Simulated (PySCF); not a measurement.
```xyz
7
charge 1 multiplicity 1, angstrom
Mn    0.0000    0.0000    0.0000
F     1.3155    0.0013    1.0979
F    -0.6589    1.1386    1.0979
F    -0.6566   -1.1399    1.0979
F     1.3155    0.0013   -1.0979
F    -0.6589    1.1386   -1.0979
F    -0.6566   -1.1399   -1.0979
```

Method: B3LYP in PySCF with Mn def2-SVP, F def2-SVP; no relativity; density-fitted integrals.

This geometry of MnF₆⁺ is a stationary point at this level.

(1) What is the point group?

(2) Is it a minimum?

(3) List the harmonic modes with their infrared intensities.

(4) What are the dipole moment and the gap between the highest occupied and lowest empty levels?

## Answers

(1) D3h.

(2) No: it has 1 imaginary mode, at 120i cm⁻¹ (a1'').

(3) 
```
symmetry  ω (cm⁻¹)  IR (km/mol, summed over degenerate members)     type
    a1''      120i                                            –     bend
    a2''       173                                         54.2     bend
     e''       199                                          0.0     bend
      e'       358                                         25.1     bend
      e'       407                                         10.2     bend
     e''       491                                          0.0  stretch
     a1'       509                                          0.0     bend
     a1'       664                                          0.0  stretch
      e'       694                                         89.5  stretch
    a2''       696                                         56.2  stretch
```

(4) 0.00 D about the centre of mass and 2.09 eV.

Stability towards spin polarisation was not tested. This need not be the most stable arrangement of these atoms.
